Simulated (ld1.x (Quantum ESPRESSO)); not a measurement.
**Yb: one change to an RRKJ potential, before and after**

| Quantity | Value |
| --- | --- |
| Element | ytterbium |
| Generator | ld1.x (Quantum ESPRESSO) 7.5 |
| Type | norm-conserving RRKJ (Kleinman–Bylander form) |
| Functional | PBE |
| Relativity | scalar-relativistic |
| Frozen core | [Kr] 4d10 |
| Valence charge | 24 |
| Reference configuration | 4f14 5s2 5p6 5d0 6s0 6p0 (charge +2) |
| Partial waves | 5p (bound): rc 1.65 bohr; 5d (bound, empty): rc 2.40 bohr; 4f (bound): rc 0.90 bohr; 5s (bound): rc 2.15 bohr |
| Local potential | the s channel |
| Core correction | none |
| rho0 | 0.005 |

Change: all radii scaled by about 1.08 (s 2.34, p 1.78, d 2.60, f 0.98 bohr).

Cutoffs: the cutoffs (Ry, on a coarse ladder) from which the occupation-weighted sum of valence levels, in a spherical-Bessel basis at the reference potential, stays within 10 and 1 mRy of its value at 400 Ry; they do not see the model core or the augmentation charge, which bear on the density cutoff. Errors are all-electron minus pseudo energies relative to the spin-unpolarised reference configuration.

Problem. What does the change do?

Solution. A bound ghost appears in p, which as a rule spoils a file; the number of tests that count goes from 6 to 5; of the 5 tests that both files solve, the error grows in 5 and shrinks in 0 by more than 15 % and 0.3 meV (median size 2076.7 → 2700.3 meV). More of the atom is replaced by a form fitted at one configuration, so other configurations suffer.

```csv
quantity,base,changed
"cutoff, loose",over 300 Ry,over 300 Ry
"cutoff, tight",over 300 Ry,over 300 Ry
loose cutoff by channel (10 mRy a level),"p 40 Ry, f 260 Ry, s 18 Ry","p 35 Ry, f 230 Ry, s 8 Ry"
bound ghosts,none,p
"tests counted (converged, no solver errors)",6 of 7,5 of 7
"error for 4f14 5s2 5p6 5d0 6s1 6p0, meV [ΔE -12.25 eV]",+2077,+2700
"error for 4f13 5s2 5p6 5d0 6s0 6p0, meV [ΔE 26.59 eV]",+40,-97
"error for 4f14 5s2 5p5 5d0 6s2 6p0, meV [ΔE 14.21 eV]",+5204,+6655
"error for 4f14 5s2 5p6 5d1 6s0 6p0, meV [ΔE -9.30 eV]",-3.5,-7.0
"error for 4f13 5s2 5p6 5d0 6s2 6p0, meV [ΔE -8.36 eV]",+6105,+7655
```

Base: Tests not counted: 4f14 5s2 5p6 5d1 6s1 6p0 (pseudo-atom not self-consistent, printed error -6252 eV). These tests converged, but a pseudo level misses the all-electron one widely, so the file describes the atom poorly there or has found another state: 4f14 5s2 5p6 5d0 6s2 6p0: 4f by 2.2 eV; 4f13 5s2 5p6 5d0 6s0 6p0: empty 6s by 4.9 eV (a node warning on the way); 4f14 5s2 5p5 5d0 6s2 6p0: 4f by 3.2 eV; 4f13 5s2 5p6 5d0 6s2 6p0: 4f by 3.8 eV. Changed file: Tests not counted: 4f14 5s2 5p6 5d0 6s2 6p0 (pseudo-atom not self-consistent, printed error -6298 eV); 4f14 5s2 5p6 5d1 6s1 6p0 (pseudo-atom not self-consistent, printed error -6359 eV). These tests converged, but a pseudo level misses the all-electron one widely, so the file describes the atom poorly there or has found another state: 4f14 5s2 5p6 5d0 6s1 6p0: 6s by 1.9 eV; 4f13 5s2 5p6 5d0 6s0 6p0: empty 6s by 6.1 eV; 4f14 5s2 5p5 5d0 6s2 6p0: 4f by 3.7 eV; 4f14 5s2 5p6 5d1 6s0 6p0: empty 6s by 2.6 eV; 4f13 5s2 5p6 5d0 6s2 6p0: 4f by 4.3 eV. A true bound ghost makes a file unfit for plane-wave use even where its test errors are small: the radial tests pick states by their node count and pass the ghost by. Where a test does run into it, the solver fails or the error is huge.
